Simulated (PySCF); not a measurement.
# Al⁺: ionisation energy

Al⁺ [Ne] 3s2 (1S) → Al²⁺ [Ne] 3s1 (2S), as a difference of total energies. Calculation: PySCF 2.14, in jorge-DZP-DKH (7s4p1d, 24 functions); the spin-free X2C one-electron Hamiltonian (Gaussian nucleus). Correlated levels: valence: [Ne] frozen. The calculations carry no spin-orbit coupling.

```tsv
method	ionisation energy (eV)
UHF	17.543
MN15	18.618
B3LYP	18.960
MP2 (valence)	18.235
SCS-MP2 (valence)	18.373
CCSD (valence)	18.591
```

Errors of the correlated levels include the incompleteness of this basis and the frozen core.

With two correlated electrons CCSD is exact in that space.

Question: Which method comes closest to the reference value, and which is furthest?

Answer: The reference is 18.829 eV (measured; NIST Atomic Spectra Database, ionization energies). Closest: B3LYP (error 0.131 eV); furthest: UHF (error -1.286 eV).
